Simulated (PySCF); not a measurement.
# One molecule, several mistakes: Al2CH6N

These are calculations, not measurements. The program is PySCF 2.14.0, an open-source quantum chemistry code, run on an isolated molecule that a program drew, which may never have been made. The molecule is Al2CH6N (charge 0, doublet), drawn as the SMILES string `[AlH][NH][CH2][AlH2]`.

Each row is a Hartree-Fock (HF) and frozen-core CCSD(T) single point in the cc-pV(D+d)Z basis, meant for a local HF minimum. Run 1 is clean. Each other run has one planted mistake out of seven kinds, and not every kind appears here: one electron removed, one electron added, multiplicity raised by two, geometry at a saddle point, minimal basis STO-3G, one bond length entered in bohr, all coordinates scaled. The reference is restricted for singlets and unrestricted otherwise, and also for a bond in bohr. Adding or removing an electron swaps singlet and doublet. Electrons count all cores. HOMO and LUMO are orbital energies over both spins, the gradient is its largest component, and the lowest frequency (negative if imaginary) is given only where the gradient is small. Bond lengths are over the 9 bonds as drawn. T1 is the CCSD diagnostic: over 0.02 (restricted) or 0.045 (unrestricted) a single reference is doubtful.

Geometry of the clean run:
```xyz
10
Al2CH6N, angstrom
Al   -0.2511   -0.9466    0.8166
N    -0.0944    0.7805    1.0985
C    -0.6026    1.8071    0.1720
Al   -1.4940    1.0310   -1.4462
H     0.2841   -2.0718    1.7925
H     0.3510    1.1766    1.9080
H     0.2177    2.4594   -0.1586
H    -1.3198    2.4615    0.6871
H    -3.0644    0.8154   -1.4594
H    -0.6654    0.8138   -2.7800
```

```
run  electrons  basis functions  <S^2>  HOMO (eV)  LUMO (eV)  gradient (hartree/bohr)  lowest frequency (cm^-1)  mean bond (Å)  longest bond (Å)      T1  HF (hartree)  CCSD(T) (hartree)               mistake
  1         45              104  0.755      -8.56       0.52                  6.7e-06                        34         1.4656             2.004  0.0174    -579.61647         -580.11185              no fault
  2         45               34  0.755      -4.78       6.65                  4.6e-02                         -         1.4656             2.004  0.0171    -572.60147         -572.80617  minimal basis STO-3G
  3         45              104  3.765      -5.14      -0.04                  1.1e-01                         -         1.4656             2.004  0.0181    -579.50400         -579.96424                     ?
  4         45              104  1.477      -8.86       0.30                  2.2e-02                         -         1.5650             2.004  0.0479    -579.49443         -579.98670                     ?
```

**Which mistake was planted in run 3, and what did it cost?**

Electrons, basis and geometry are unchanged, and <S^2> is 3.765, beside S(S+1) = 3.75 for a multiplicity of 4. So the mistake is: multiplicity raised by two. Subtracting run 1 and multiplying by 627.51 kcal/mol a hartree, the energy moved by 70.6 kcal/mol in HF and 92.6 kcal/mol in CCSD(T).

**Which mistake was planted in run 4, and what did it cost?**

The mean bond changes by a factor of 1.068 and the longest by 1.000, so the molecule wasn't scaled as a whole. A length L in bohr read as angstrom grows by (1/0.5292 - 1) L = 0.890 L. The 9 bonds together grew by 9 x 0.0994 = 0.895 Å, which gives L = 1.005 Å. That is bond N2-H6, 1.005 Å in the clean geometry. So the mistake is: one bond length entered in bohr. Subtracting run 1 and multiplying by 627.51 kcal/mol a hartree, the energy moved by 76.6 kcal/mol in HF and 78.5 kcal/mol in CCSD(T).

Cautions from the logs. Run 4: T1 is over the limit, so its CCSD(T) energy is less reliable.
